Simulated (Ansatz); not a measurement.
## Redistribution: CHBr2F + C2H3F2I → CHBr2I + C2H3F3

Species: CHBr2F (dibromofluoromethane) `FC(Br)Br`, singlet; C2H3F2I `FCC(F)I`, singlet; CHBr2I (dibromoiodomethane) `BrC(Br)I`, singlet; C2H3F3 `FCC(F)F`, singlet. The partners trade F for I; both sit on C, so the bond types are kept.

Shapes, held fixed at every level: PBE0-D4/def2-TZVP. Flexible molecules stand in one conformer, not always the lowest. Programs: Ansatz 0.2.0. The zero-point and thermal change to 298 K, harmonic and unscaled (PBE0-D4/def2-TZVP), is +0.5 kJ/mol.

**Question.** Estimate ΔH(298 K) of this reaction.

**Answer.** The highest level, CCSD(T)/def2-TZVPP, gives ΔH(298 K) = -18.6 kJ/mol; the levels span -32.4 to -4.8. The column of differences is taken from that level and isn't an error. No measured value is set beside it here. For atoms past krypton def2 sets carry core potentials with scalar relativity. Relativity is left out for Br. Outer-core shells of Br, I are correlated in most correlated rows, in sets that cover them unevenly.

```
              level                    kind  ΔH(298 K) (kJ/mol)  less CCSD(T)/def2-TZVPP
        HF/def2-SVP            Hartree–Fock               -32.4                    -13.8
  PBE-D4/def2-TZVPP                     GGA                -4.8                    +13.8
BHLYP-D4/def2-TZVPP           global hybrid               -19.5                     -0.9
 wB97M-V/def2-TZVPP  range-separated hybrid               -13.0                     +5.6
 wB97X-V/def2-TZVPP  range-separated hybrid               -13.4                     +5.2
       MP2/def2-SVP     perturbation theory               -32.0                    -13.4
    CCSD/def2-TZVPP   coupled cluster or CI               -19.9                     -1.3
 CCSD(T)/def2-TZVPP   coupled cluster or CI               -18.6                      0.0
```
